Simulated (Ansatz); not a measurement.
```yaml
crystal:
  periodic: [true, true, true]
  atoms:
    - {symbol: C, position_ang: [-1.432076, 0.450135, 0.248638]}
    - {symbol: Zr, position_ang: [0.297185, -0.563899, -0.137214]}
    - {symbol: O, position_ang: [1.455160, -0.770370, 1.520570]}
    - {symbol: O, position_ang: [1.418420, 1.213937, -1.044261]}
    - {symbol: O, position_ang: [0.150927, -1.758699, -1.173767]}
    - {symbol: H, position_ang: [-1.391805, 1.396362, 0.823467]}
    - {symbol: H, position_ang: [-2.211772, 1.007911, -0.434332]}
    - {symbol: H, position_ang: [-2.135765, 0.064505, 0.909152]}
    - {symbol: H, position_ang: [1.598982, -1.235319, 2.270306]}
    - {symbol: H, position_ang: [1.979460, 1.715202, -1.394716]}
    - {symbol: H, position_ang: [0.044225, -2.624554, -1.690524]}
basis:
  gaussian: {orbitals: def2-TZVP}
total_charge: 1
magnetization: {spin_polarized: true, initial_magnetization: 1}
hamiltonian: {xc: {name: rPW86-PBE}, dispersion: rvv10}
```

```sh
$ ansatz run in.yaml --threads 2 --pin off --events-out ev --progress --plain --max-ram 22528MiB --backend cpu
```

Shortened log:

```
Error: YAML parse error: error: line 2 column 3: crystal: missing field `lattice` (a structure is typed as `lattice` and `atoms`, a molecule's as `atoms` in Å alone, or read from a run's directory, `checkpoint`)
 --> <input>:2:3
1 | crystal:
2 |   periodic: [true, true, true]
3 |   atoms:
4 |     - {symbol: C, position_ang: [-1.432076, 0.450135, 0.248638]}
```

In this input the molecule is marked periodic without a cell. The input was rejected before any iteration.
